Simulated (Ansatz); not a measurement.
Ansatz results at the PBE0-D4/def2-TZVP geometry: LUMO energy (PBE0/def2-TZVPP) -1.17 eV; HOMO–LUMO gap (B3LYP/def2-TZVPP) 6.17 eV; HOMO–LUMO gap (ωB97M-V/def2-TZVPP) 10.59 eV.

Each molecule was computed in one conformer, which needn't be the lowest.

(1) Which molecule gave them?
A. `[SiH3][SiH]1C=N1`
B. `FC1(CCl)O[SiH2]1`
C. `F[SiH2]N[SiH2][SiH3]`
D. `F[C@H](Cl)[Si@@H]1CO1`

Results:

(1) B. The others give `F[C@H](Cl)[Si@@H]1CO1`: -0.77, 6.72, 11.24; `F[SiH2]N[SiH2][SiH3]`: -0.39, 6.86, 11.04; `[SiH3][SiH]1C=N1`: -1.01, 5.26, 9.70.

B3LYP here is the variant with VWN-RPA as its local correlation; programs differ in this.
